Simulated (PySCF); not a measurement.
**Computed properties of C4H8OSi, SMILES C/C=C1/OC[SiH2]1**

C₄H₈OSi, SMILES C1O/C([SiH2]1)=C/C. Coordinates come from a ωB97X-D3(BJ)/def2-SVP optimisation. The structure was generated by enumeration; whether it is a known compound was not checked. One conformer was computed; it need not be the lowest. All values are computed for the isolated molecule unless a solvent is named; none is compared with measurement here.

**Structure.** The optimised structure has Cs symmetry. All 36 harmonic modes at ωB97X-D3(BJ)/def2-SVP (PySCF) are real, so it is a minimum. With heavy atoms numbered as in [CH3:1]/[CH:2]=[C:3]1/[O:4][CH2:5][SiH2:6]1, the shortest bond between them is C2–C3 at 1.334 Å and the longest C5–Si6 at 1.913 Å.

**Vibrations.** The strongest infrared lines (harmonic, unscaled, degenerate partners summed) lie at 1128 cm⁻¹ (228 km/mol, C 55 %, O 25 %, H 20 %), 803 cm⁻¹ (121 km/mol, H 68 %, Si 20 %, C 11 %), 2264 cm⁻¹ (120 km/mol, H 96 %). The softest mode is at 97 cm⁻¹ and the zero-point energy is 68.7 kcal/mol.

**Electronic structure.** ωB97X/def2-TZVP (PySCF) places the frontier levels at -8.49 and 1.82 eV, a gap of 10.31 eV, and gives a dipole moment of 1.59 D and a mean polarisability of 77.9 bohr³. PBE/def2-TZVP (PySCF) at the same geometry gives -5.07 and -1.00 eV, so its gap is 6.24 eV narrower. An orbital gap is neither the optical nor the fundamental gap.

**Excitations.** TDDFT-ωB97X/def2-SVPD (PySCF) has S1 at 5.80 eV (214 nm, f = 0.000, dark); the most intense of the 10 singlets computed lies at 6.01 eV (f = 0.33). T1 (TDA) is at 3.76 eV. TDDFT-PBE/def2-SVPD (PySCF) puts S1 at 4.15 eV. No vertical singlet excitation falls in the visible range (under 3.1 eV).

**NMR.** GIAO shifts at B3LYP/pcSseg-1 (PySCF) (non-relativistic, atoms alike by connectivity averaged): ¹³C from 18.9 to 168.8 ppm against TMS; ¹H from 1.8 to 5.7 ppm against TMS; ²⁹Si at -26.5 ppm against TMS.
